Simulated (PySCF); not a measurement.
ClGe₂H₅, SMILES [GeH3][GeH2][Cl]. Coordinates come from a PBE0-D3(BJ)/def2-SVP optimisation. The structure was generated by enumeration, and PubChem lists no compound with its InChIKey, so it may never have been made.

Method: PBE0-D3(BJ)/def2-SVP (PySCF).

Harmonic wavenumbers (cm⁻¹): 87, 88, 269, 343, 418, 467, 523, 658, 731, 799, 871, 882, 885, 2149, 2156, 2162, 2170, 2177. Rotational constants (GHz): 5.685, 1.336, 1.112; symmetry number 1.

Question: Work out the zero-point energy and the ideal-gas rigid-rotor harmonic-oscillator thermochemistry at 298.15 K and 1 atm.

Answer: ZPE = ½ Σ hcν = ½ × 17835 cm⁻¹ = 106.68 kJ/mol. H − E(el) = 126.00 kJ/mol. Entropy in J/(mol K): translation 173.90, rotation 117.29, vibration 57.63, total 348.83. G − E(el) = 22.00 kJ/mol. Cp = 96.61 J/(mol K). Modes under 150 cm⁻¹ make the vibrational entropy uncertain.
